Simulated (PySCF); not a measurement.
Species: SbBr₃.
Bonds: Sb1–Br2, Sb1–Br3, Sb1–Br4.

Computed by this run: PySCF, PBE0-D3(BJ)/def2-SVP geometry optimisation, gas phase, def2 core potentials past Kr; density fitting, grid level 1; the optimiser is geomeTRIC in internal coordinates, started from a GFN2-xTB structure with every atom displaced at random (about 0.03 Å).

Step 0: E = -216630.4981 eV
```
atom  x, y, z in Å  |  force x, y, z in eV/Å
Sb1     0.0781   -0.0751    0.9979   -0.657   1.136  -0.852
Br2     2.1646   -0.0355   -0.3708    0.327   0.062  -0.024
Br3    -1.1417    1.8966   -0.3368    0.554  -0.820   0.837
Br4    -1.0178   -1.8763   -0.3207   -0.223  -0.377   0.038
```

Step 1: E = -216630.6439 eV
```
atom  x, y, z in Å  |  force x, y, z in eV/Å
Sb1     0.0364   -0.0195    0.9080    0.202  -0.407   0.103
Br2     2.2217    0.0200   -0.3558   -0.006  -0.010  -0.028
Br3    -1.0850    1.8392   -0.2832   -0.237   0.370  -0.163
Br4    -1.0898   -1.9301   -0.2995    0.041   0.048   0.088
```

Step 2: E = -216630.6544 eV
```
atom  x, y, z in Å  |  force x, y, z in eV/Å
Sb1     0.0424   -0.0335    0.9021   -0.046   0.092  -0.135
Br2     2.2334    0.0071   -0.3519   -0.061   0.004  -0.027
Br3    -1.1096    1.8791   -0.2863    0.078  -0.150   0.106
Br4    -1.0830   -1.9432   -0.2944    0.029   0.054   0.055
```

**Question.** Estimate the geometry and energy of step 3. (The exact step hangs on the optimiser's Hessian estimate; all steps are aligned on step 2, rigid shifts and turns removed.)

**Answer.** E = -216630.6553 eV, largest force 0.065 eV/Å
```
atom  x, y, z in Å  |  force x, y, z in eV/Å
Sb1     0.0407   -0.0320    0.8995   -0.001   0.051   0.019
Br2     2.2275    0.0075   -0.3515   -0.002   0.006  -0.065
Br3    -1.1049    1.8708   -0.2847    0.015  -0.039   0.036
Br4    -1.0801   -1.9368   -0.2937   -0.013  -0.018   0.010
```

The energy changes by -0.0009 eV. The first-order estimate −F·Δx gives -0.0032 eV and the mean of the old and new forces, exact on a quadratic surface, -0.0018 eV. The step makes an angle of 36° with the force vector and moves no atom by more than 0.010 Å.

What follows is the cost of the whole optimisation. The run took 75 s on one thread, Arm Neoverse V2 (aarch64), no GPU, shared host with 48 logical CPUs at a one-minute load of 19, and the process peaked at 0.53 GiB of memory.
